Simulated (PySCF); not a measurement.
Results of a calculation; reference values are marked as such.
For a regular octahedral d3 complex 10Dq is 25910 cm⁻¹, Racah B 718 cm⁻¹ and C 2890 cm⁻¹.

Q: Which are the lowest 12 multiplets of ligand-field theory, and at what energies?

A: 
```
state  E / cm⁻¹   E/B
 4A2g         0   0.0
  2Eg     14154  19.7
 2T1g     14738  20.5
 2T2g     22158  30.9
 4T2g     25910  36.1
 4T1g     33612  46.8
 2A1g     37452  52.2
 2T2g     39877  55.6
 2T1g     40150  55.9
  2Eg     41772  58.2
 2T1g     45526  63.4
 2T2g     50114  69.8
```

Δ/B = 36.1 on the Tanabe–Sugano diagram. The parameters were fitted to the CASSCF roots of [Mo(H2O)6]3+. CASSCF lacks dynamic correlation, so its B and C lie well above those fitted to measured bands.
